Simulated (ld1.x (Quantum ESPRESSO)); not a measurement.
**Building the ultrasoft potential for Er (PBEsol, fully relativistic).**

Input for ld1.x (Quantum ESPRESSO) 7.5:

```
&input
   title='Er', zed=68., rel=2, dft='PBESOL', iswitch=3,
   config='[Xe] 4f11.5 5d0.5 6s2 6p0', rel_dist='average',
   nld=7, rlderiv=3.85, eminld=-6.0, emaxld=5.0, deld=0.02
 /
 &inputp
   pseudotype=3, tm=.true., lloc=-2, rcloc=2.15,
   nlcc=.true., new_core_ps=.true., rcore=1.20,
   file_pseudopw='Er.UPF', file_wfcaegen='ae.wfc', file_wfcncgen='nc.wfc', file_beta='beta', file_chi='chi', file_wfcusgen='us.wfc'
 /
8
5S  1  0   2.00   0.00  1.60  1.90  0.0
6S  2  0   2.00   0.00  1.60  1.90  0.0
5P  2  1   6.00   0.00  2.25  2.35  0.0
6P  3  1   0.00   0.00  2.25  2.35  0.0
5D  3  2   0.50   0.00  3.10  3.55  0.0
5D  3  2   0.00   0.60  3.10  3.55  0.0
4F  4  3  11.50   0.00  0.95  1.15  0.0
4F  4  3   0.00   2.85  0.95  1.15  0.0
 &test
   configts(1)='4f11.5 5s2 5p6 5d0.5 6s2 6p0'
 /
```

Command:

```bash
ld1.x < Er.in > Er.out
```

Resulting log (shortened: banner, matrices, multipoles, cross overlaps and the repeated all-electron block are left out):

```
Program LD1 v.7.5
     --------------------------- All-electron run ----------------------------

     Er
     dirac relativistic calculation

     atomic number is 68.00
     dft =PBESOL   lsd =0 sic =0 latt =0  beta=0.20 tr2=1.0E-14
     Exchange-correlation= PBESOL
                           (   1   4  10   8   0   0   0)
     mesh =1267 r(mesh) = 100.03222 a.u. xmin = -7.00 dx = 0.01250
     1 Ry =  13.60569312 eV, c = 137.03599908

     n l j   nl                  e(Ry)          e(Ha)          e(eV)
     Spin orbit split results
     1 0 0.5 1S 1( 2.00)     -4210.7003     -2105.3502    -57289.4962
     2 0 0.5 2S 1( 2.00)      -707.2092      -353.6046     -9622.0719
     2 1 0.5 2P 1( 2.00)      -673.6251      -336.8126     -9165.1366
     2 1 1.5 2P 1( 4.00)      -606.2744      -303.1372     -8248.7838
     3 0 0.5 3S 1( 2.00)      -158.6587       -79.3294     -2158.6617
     3 1 0.5 3P 1( 2.00)      -143.9267       -71.9633     -1958.2221
     3 1 1.5 3P 1( 4.00)      -129.7839       -64.8919     -1765.7994
     4 0 0.5 4S 1( 2.00)       -31.4912       -15.7456      -428.4595
     4 1 0.5 4P 1( 2.00)       -25.6062       -12.8031      -348.3903
     4 1 1.5 4P 1( 4.00)       -22.4139       -11.2070      -304.9570
     3 2 1.5 3D 1( 4.00)      -104.5852       -52.2926     -1422.9543
     3 2 2.5 3D 1( 6.00)      -101.4937       -50.7469     -1380.8927
     5 0 0.5 5S 1( 2.00)        -3.9632        -1.9816       -53.9223
     5 1 0.5 5P 1( 2.00)        -2.3593        -1.1797       -32.1000
     5 1 1.5 5P 1( 4.00)        -1.9525        -0.9763       -26.5654
     4 2 1.5 4D 1( 4.00)       -12.7282        -6.3641      -173.1759
     4 2 2.5 4D 1( 6.00)       -12.1473        -6.0737      -165.2731
     4 3 2.5 4F 1( 4.93)        -0.5064        -0.2532        -6.8905
     4 3 3.5 4F 1( 6.57)        -0.4243        -0.2121        -5.7727
     5 2 1.5 5D 1( 0.20)        -0.1250        -0.0625        -1.7004
     5 2 2.5 5D 1( 0.30)        -0.1067        -0.0534        -1.4521
     6 0 0.5 6S 1( 2.00)        -0.3082        -0.1541        -4.1932
     6 1 0.5 6P 1( 0.00)        -0.1061        -0.0530        -1.4432
     6 1 1.5 6P 1( 0.00)        -0.0862        -0.0431        -1.1728
     Averaged results
     1 0     1S 1( 2.00)     -4210.7003     -2105.3502    -57289.4962
     2 0     2S 1( 2.00)      -707.2092      -353.6046     -9622.0719
     2 1     2P 1( 6.00)      -628.7247      -314.3623     -8554.2347
     3 0     3S 1( 2.00)      -158.6587       -79.3294     -2158.6617
     3 1     3P 1( 6.00)      -134.4981       -67.2491     -1829.9403
     4 0     4S 1( 2.00)       -31.4912       -15.7456      -428.4595
     4 1     4P 1( 6.00)       -23.4780       -11.7390      -319.4348
     3 2     3D 1(10.00)      -102.7303       -51.3652     -1397.7174
     5 0     5S 1( 2.00)        -3.9632        -1.9816       -53.9223
     5 1     5P 1( 6.00)        -2.0881        -1.0441       -28.4103
     4 2     4D 1(10.00)       -12.3797        -6.1898      -168.4342
     4 3     4F 1(11.50)        -0.4595        -0.2297        -6.2518
     5 2     5D 1( 0.50)        -0.1140        -0.0570        -1.5514
     6 0     6S 1( 2.00)        -0.3082        -0.1541        -4.1932
     6 1     6P 1( 0.00)        -0.0928        -0.0464        -1.2629

     final scf error:  1.0E-15 reached in  31 iterations

     Etot =  -26190.914923 Ry,  -13095.457462 Ha, -356345.551055 eV

     Ekin =   28912.169538 Ry,   14456.084769 Ha,  393370.106253 eV
     Encl =  -64804.465636 Ry,  -32402.232818 Ha, -881709.672439 eV
     Eh   =   10251.087570 Ry,    5125.543785 Ha,  139473.151651 eV
     Exc  =    -549.706395 Ry,    -274.853198 Ha,   -7479.136521 eV

     normalization and overlap integrals

     s(1S/1S) =  1.000000  <r> =   0.0204  <r2> =    0.0006  r(max) =   0.0128
     s(2S/2S) =  1.000000  <r> =   0.0859  <r2> =    0.0088  r(max) =   0.0738
     s(2P/2P) =  1.000000  <r> =   0.0715  <r2> =    0.0063  r(max) =   0.0553
     s(2P/2P) =  1.000000  <r> =   0.0788  <r2> =    0.0076  r(max) =   0.0611
     s(3S/3S) =  1.000000  <r> =   0.2250  <r2> =    0.0580  r(max) =   0.2081
     s(3P/3P) =  1.000000  <r> =   0.2147  <r2> =    0.0537  r(max) =   0.1955
     s(3P/3P) =  1.000000  <r> =   0.2284  <r2> =    0.0605  r(max) =   0.2081
     s(4S/4S) =  1.000000  <r> =   0.5080  <r2> =    0.2916  r(max) =   0.4750
     s(4P/4P) =  1.000000  <r> =   0.5169  <r2> =    0.3045  r(max) =   0.4750
     s(4P/4P) =  1.000000  <r> =   0.5484  <r2> =    0.3424  r(max) =   0.5056
     s(3D/3D) =  1.000000  <r> =   0.2013  <r2> =    0.0477  r(max) =   0.1641
     s(3D/3D) =  1.000000  <r> =   0.2055  <r2> =    0.0496  r(max) =   0.1683
     s(5S/5S) =  1.000000  <r> =   1.2453  <r2> =    1.7478  r(max) =   1.1113
     s(5P/5P) =  1.000000  <r> =   1.4033  <r2> =    2.2440  r(max) =   1.2129
     s(5P/5P) =  1.000000  <r> =   1.5139  <r2> =    2.6161  r(max) =   1.2911
     s(4D/4D) =  1.000000  <r> =   0.5767  <r2> =    0.3864  r(max) =   0.5056
     s(4D/4D) =  1.000000  <r> =   0.5878  <r2> =    0.4014  r(max) =   0.5184
     s(4F/4F) =  1.000000  <r> =   0.7920  <r2> =    0.8480  r(max) =   0.5056
     s(4F/4F) =  1.000000  <r> =   0.8100  <r2> =    0.8955  r(max) =   0.5120
     s(5D/5D) =  1.000000  <r> =   3.0460  <r2> =   11.8782  r(max) =   1.9261
     s(5D/5D) =  1.000000  <r> =   3.2181  <r2> =   13.3136  r(max) =   1.9997
     s(6S/6S) =  1.000000  <r> =   3.8737  <r2> =   17.0983  r(max) =   3.2560
     s(6P/6P) =  1.000000  <r> =   5.2970  <r2> =   32.5624  r(max) =   4.2866
     s(6P/6P) =  1.000000  <r> =   5.7330  <r2> =   38.1926  r(max) =   4.6205

     ------------------------ End of All-electron run ------------------------

     --------------------- Generating US pseudopotential ---------------------

      Generating local potential from pseudized AE potential:
      Matching radius rcloc =   2.1500
      Enforcing V''(0)=0 (lloc=-2)

      Local pseudo, rcloc= 2.129 Estimated cut-off energy=     7.09 Ry

      Computing core charge for nlcc:

       r > 1.21 : true rho core
      Core charge pseudized with two Bessel functions
      Integrated core pseudo-charge :   6.53

     Fully relativistic calculation: |psi|^2

     Wfc 5S LC norm =  0.99969281 SC norm =  0.00030719 missing  0.00000000

     Wfc 6S LC norm =  0.99996994 SC norm =  0.00002877 missing  0.00000129

     Wfc 5P LC norm =  0.99975911 SC norm =  0.00024089 missing  0.00000000

     Wfc 5P LC norm =  0.99979200 SC norm =  0.00020798 missing  0.00000002

     Wfc 6P LC norm =  0.99998475 SC norm =  0.00001514 missing  0.00000011

     Wfc 6P LC norm =  0.99998678 SC norm =  0.00001117 missing  0.00000205

     Wfc 5D LC norm =  0.99994262 SC norm =  0.00005736 missing  0.00000002

     Wfc 5D LC norm =  0.99994836 SC norm =  0.00004970 missing  0.00000194

     Wfc 4F LC norm =  0.99934553 SC norm =  0.00065447 missing  0.00000000

     Wfc 4F LC norm =  0.99936239 SC norm =  0.00063760 missing  0.00000002

      Wfc   5S  rcut= 1.617  Using Troullier-Martins method
      Wfc-us  5S rcutus= 1.879  Estimated cut-off energy=    15.34 Ry

      Wfc   6S  rcut= 1.617  Using Troullier-Martins method
      Wfc-us  6S rcutus= 1.879  Estimated cut-off energy=    30.28 Ry

      Wfc   5P  rcut= 2.238  Using Troullier-Martins method
      Wfc-us  5P rcutus= 2.353  Estimated cut-off energy=    15.56 Ry

      Wfc   5P  rcut= 2.238  Using Troullier-Martins method
      Wfc-us  5P rcutus= 2.353  Estimated cut-off energy=    15.33 Ry

      Wfc   6P  rcut= 2.238  Using Troullier-Martins method
      Wfc-us  6P rcutus= 2.353  Estimated cut-off energy=    29.01 Ry

      Wfc   6P  rcut= 2.238  Using Troullier-Martins method
      Wfc-us  6P rcutus= 2.353  Estimated cut-off energy=    28.15 Ry

      Wfc   5D  rcut= 3.097  Using Troullier-Martins method
      Wfc-us  5D rcutus= 3.510  Estimated cut-off energy=     9.32 Ry

      Wfc   5D  rcut= 3.097  Using Troullier-Martins method
      Wfc-us  5D rcutus= 3.510  Estimated cut-off energy=     9.28 Ry

      Wfc   5D  rcut= 3.097  Using Troullier-Martins method
      Wfc-us  5D rcutus= 3.510  Estimated cut-off energy=    16.96 Ry

      Wfc   5D  rcut= 3.097  Using Troullier-Martins method
      Wfc-us  5D rcutus= 3.510  Estimated cut-off energy=    16.74 Ry

      Wfc   4F  rcut= 0.956  Using Troullier-Martins method
      Wfc-us  4F rcutus= 1.139  Estimated cut-off energy=   122.11 Ry

      Wfc   4F  rcut= 0.956  Using Troullier-Martins method
      Wfc-us  4F rcutus= 1.139  Estimated cut-off energy=   121.97 Ry

      Wfc   4F  rcut= 0.956  Using Troullier-Martins method
      Wfc-us  4F rcutus= 1.139  Estimated cut-off energy=   201.04 Ry

      Wfc   4F  rcut= 0.956  Using Troullier-Martins method
      Wfc-us  4F rcutus= 1.139  Estimated cut-off energy=   199.34 Ry

     ------------------- End of pseudopotential generation -------------------

     Computing logarithmic derivative in   3.85458

       Warning: n=3, l=1 expected 1 nodes, found 0
       Setting wfc to zero for this iteration
       (This warning will only be printed once per wavefunction)

       Zero norm: self consistency problem; state:  9 (l=  1, j=0.5)
     Computing logarithmic derivative in   3.85458
     Computing the partial wave expansion
     R is outside the sphere for l=    0 j= 0.50
     R is outside the sphere for l=    0 j= 0.50
     R is outside the sphere for l=    1 j= 0.50
     R is outside the sphere for l=    1 j= 0.50
     R is outside the sphere for l=    1 j= 1.50
     R is outside the sphere for l=    1 j= 1.50
     R is outside the sphere for l=    2 j= 1.50
     R is outside the sphere for l=    2 j= 1.50
     R is outside the sphere for l=    2 j= 2.50
     R is outside the sphere for l=    2 j= 2.50
     R is outside the sphere for l=    3 j= 2.50
     R is outside the sphere for l=    3 j= 2.50
     R is outside the sphere for l=    3 j= 3.50
     R is outside the sphere for l=    3 j= 3.50

     ---------------------- Testing the pseudopotential ----------------------

     Er
     dirac relativistic calculation

     atomic number is 68.00   valence charge is 22.00
     dft =PBESOL   lsd =0 sic =0 latt =0  beta=0.20 tr2=1.0E-14
     mesh =1267 r(mesh) = 100.03222 xmin = -7.00 dx = 0.01250

     n l  j  nl             e AE (Ry)       e PS (Ry)    De AE-PS (Ry)
     4 3 2.5 4F   1( 4.93)       -0.50644       -0.62083        0.11438  !
     4 3 3.5 4F   1( 6.57)       -0.42429       -0.53781        0.11352  !
     1 0 0.5 5S   1( 2.00)       -3.96322       -4.05777        0.09456  !
     2 1 0.5 5P   1( 2.00)       -2.35931       -2.45088        0.09158  !
     2 1 1.5 5P   1( 4.00)       -1.95252       -2.04237        0.08985  !
     3 2 1.5 5D   1( 0.20)       -0.12498       -0.18649        0.06151  !
     3 2 2.5 5D   1( 0.30)       -0.10673       -0.16604        0.05931  !
     2 0 0.5 6S   1( 2.00)       -0.30820       -0.27343       -0.03477  !
     3 1 0.5 6P   1( 0.00)       -0.10607       -0.10607        0.00000
     3 1 1.5 6P   1( 0.00)       -0.08620       -0.07692       -0.00928  !

     eps = 2.6E-15  iter = 21

     Etot =  -26190.914923 Ry,  -13095.457462 Ha, -356345.551055 eV
     Etotps =  -397.683597 Ry,    -198.841798 Ha,   -5410.760980 eV

     Ekin =     129.687074 Ry,      64.843537 Ha,    1764.482534 eV
     Encl =    -761.882435 Ry,    -380.941218 Ha,  -10365.938612 eV
     Ehrt =     364.286310 Ry,     182.143155 Ha,    4956.367743 eV
     Ecxc =     -57.042582 Ry,     -28.521291 Ha,    -776.103872 eV
     (Ecc =     -12.773871 Ry,      -6.386936 Ha,    -173.797370 eV)
     Epseu=     -72.731963 Ry,     -36.365982 Ha,    -989.568771 eV

     ---------------------- End of pseudopotential test ----------------------
```

Generation and configuration tests took about 5.1 s on one core of a shared server CPU.
